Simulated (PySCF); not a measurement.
**Reading a saddle point**

A first-order saddle point of SiH$_{3}$OF$_{3}$, closed shell, PBE0-D4/def2-TZVP, with one imaginary mode of 763i cm⁻¹:

```
8
angstrom
Si -0.6047 0.1988 -0.0423
F -0.0360 -1.6085 -0.3396
F -0.7441 0.3592 -1.6131
F -0.6592 1.7546 0.3747
H -1.7037 -0.3441 0.7523
H 0.9567 -1.0323 0.0641
O 1.0624 0.0096 0.5194
H 1.7284 0.6626 0.2845
```

Program: PySCF 2.14 with density fitting (its default auxiliary sets; JK sets also for MP2 and CCSD(T)). Basis: def2-TZVPP and def2-QZVPP. Cores are frozen in the correlated methods. Extrapolation: Hartree–Fock as exp(−7.88 √X), correlation as X^−2.97.

Which contacts change along the imaginary mode, and what lies on either side? (A judgement: the text doesn't fix the answer.)

By the calculation: The step is SiHF₃ ([F][SiH]([F])[F]) + H₂O → SiH₂OF₂ ([OH][SiH]([F])[F]) + HF, with the molecules in contact on both sides. Shortening one way: Si1–O7, F2–H6; lengthening the same way: Si1–F2, H6–O7.
| pair | one side (Å) | saddle (Å) | other side (Å) |
| --- | --- | --- | --- |
| Si1–O7 | 2.97 | 1.77 | 1.63 |
| F2–H6 | 2.74 | 1.22 | 0.93 |
| Si1–F2 | 1.58 | 1.92 | 3.79 |
| H6–O7 | 0.96 | 1.14 | 1.74 |

Which side is lower, and how far does the saddle lie above each? (An estimate is asked for; the value comes from the calculation.)

Computed: The side with Si1–F2, H6–O7 short is lower by 0.225 eV; the saddle lies 1.216 eV above it and 0.991 eV above the other (CCSD(T) at an estimated basis limit (MP2 extrapolated from triple and quadruple zeta, plus CCSD(T) − MP2 in triple zeta); electronic energies).

No T1 diagnostic of these runs exceeds 0.012.

The step is the kind of ligand exchange by which a precursor binds to a hydroxyl group, or is hydrolysed, in atomic layer deposition of oxides.

Labels in which every atom is bracketed show which atoms are joined, not bond orders.

For scale, one of the runs: CCSD(T)/def2-TZVPP, 208 basis functions, launched by `OMP_NUM_THREADS=4 python run.py`. Time: 12 min of wall clock on 4 CPU threads of an Arm Neoverse V2; the host was shared. Peak host memory: 3.8 GiB.
